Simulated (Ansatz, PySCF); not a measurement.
Process, species as SMILES: [Cl][Cs] → [Cl][Cs] as doublet, charge -1 (an electron is taken up)
Geometries: B3LYP-D3(BJ)/def2-TZVP minima from Ansatz (a first-principles code). A spin state is the lowest found, not a proven ground state.
Geometry of the first species:
```xyz
2

Cs     0.0000     0.0000    -0.6988
Cl     0.0000     0.0000     2.2608
```

Wanted: adiabatic electron affinity (0 K, with B3LYP-D3(BJ) harmonic zero-point energies from PySCF), positive where the reaction releases energy, in eV. Valence correlation only, unless marked. Open shells are spin-unrestricted. No spin-orbit coupling. The frozen core is the preceding noble-gas configuration, with the filled d and f shells of earlier blocks. The outer core of K, Ca and their heavier congeners is not correlated, a term that matters for these elements. Past Kr the def2 sets carry scalar-relativistic core potentials. Anions need diffuse functions: def2-D sets add few; the other sets have none. 

| level | program | adiabatic electron affinity (eV) |
|---|---|---|
| PBE-D4/def2-TZVPD | Ansatz + dftd4 | 0.52 |
| BLYP-D3(BJ)/def2-TZVPD | Ansatz + dftd3 | 0.43 |
| r2SCAN/def2-TZVPD | Ansatz | 0.42 |
| PBE0/def2-SVP | Ansatz | 0.45 |
| PBE0-D3(BJ)/def2-TZVP | Ansatz + dftd3 | 0.48 |
| PBE0-D3(BJ)/def2-TZVPD | Ansatz + dftd3 | 0.50 |
| PBE0/def2-TZVP | Ansatz | 0.48 |
| PBE0/def2-TZVPD | Ansatz | 0.50 |
| BHLYP-D3(BJ)/def2-TZVPD | Ansatz + dftd3 | 0.42 |
| r2SCANh-D4/def2-TZVPD | Ansatz + dftd4 | 0.42 |
| r2SCANh/def2-TZVPD | Ansatz | 0.42 |
| HSE06/def2-TZVPD | Ansatz | 0.49 |
| CAM-B3LYP/def2-TZVPD | Ansatz | 0.48 |
| LC-wPBE-D3(BJ)/def2-TZVPD | Ansatz + dftd3 | 0.46 |
| LC-wPBE/def2-TZVPD | Ansatz | 0.46 |
| wB97M-V/def2-TZVPD | Ansatz | 0.30 |
| CCSD/def2-SVP | Ansatz | 0.26 |
| CCSD/def2-QZVPPD | Ansatz | 0.37 |
| CCSD(T)/def2-TZVPP | Ansatz | 0.32 |
| CCSDT/def2-SVP | Ansatz | 0.26 |
